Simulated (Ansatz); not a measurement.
`BC=NB` + `N=C(O)[SiH3]` → `B/N=C(/O)[SiH3]` + `BN=C` at 298.15 K and 1 bar (ligand exchange at a B–C bond).

Gas-phase electronic energies from Ansatz, PBE0-D4/def2-TZVP geometries. CBS: MP2 limit from def2 TZ/QZ plus the TZ coupled-cluster correction, frozen cores. Each species was taken in one conformer, which may not be the lowest.

```tsv
species	CCSD(T)/CBS energy (Eh)	H − E (kJ/mol)	S (J/(mol·K))
`BC=NB`	-145.31327	180.7	298.6
`N=C(O)[SiH3]`	-459.99321	177.6	308.1
`B/N=C(/O)[SiH3]`	-485.40570	210.5	346.9
`BN=C`	-119.93970	148.0	253.7
```

H − E and S are ideal-gas, rigid-rotor, harmonic terms from PBE0-D4/def2-TZVP, for one conformer and one mirror image of each species. 1 Eh = 2625.50 kJ/mol, R = 8.31446 J/(mol·K).

Task: By hand: ΔE, ΔH, ΔS and ΔG.

Result: ΔE = (-485.40570) + (-119.93970) − (-145.31327) − (-459.99321) = -0.03892 Eh = -102.2 kJ/mol. Δ(H − E) = 210.5 + 148.0 − 180.7 − 177.6 = 0.2, so ΔH = -102.0 kJ/mol. ΔS = 346.9 + 253.7 − 298.6 − 308.1 = -6.1 J/(mol·K). ΔG = -102.0 − 298.15 × (-6.1)/1000 = -100.2 kJ/mol.

Task: By hand: the equilibrium constant, and the temperature at which ΔG would vanish if ΔH and ΔS stayed fixed.

Result: log₁₀ K = −ΔG/(RT ln 10) = 17.6. ΔG = 0 at ΔH/ΔS = 16721 K, far beyond where these terms or the molecules hold.

The number of gas molecules stays the same, so ΔS is small and ΔH decides. A doubt of 5 kJ/mol in ΔE shifts log₁₀ K by 0.9 here. Other conformers and mirror images would add mixing entropy, several J/(mol·K) or more a flexible species. These are equilibria of isolated gas molecules and say nothing of rates. Largest T1 diagnostic: 0.017 (customary marks: 0.02 for closed shells, 0.045 for open ones).
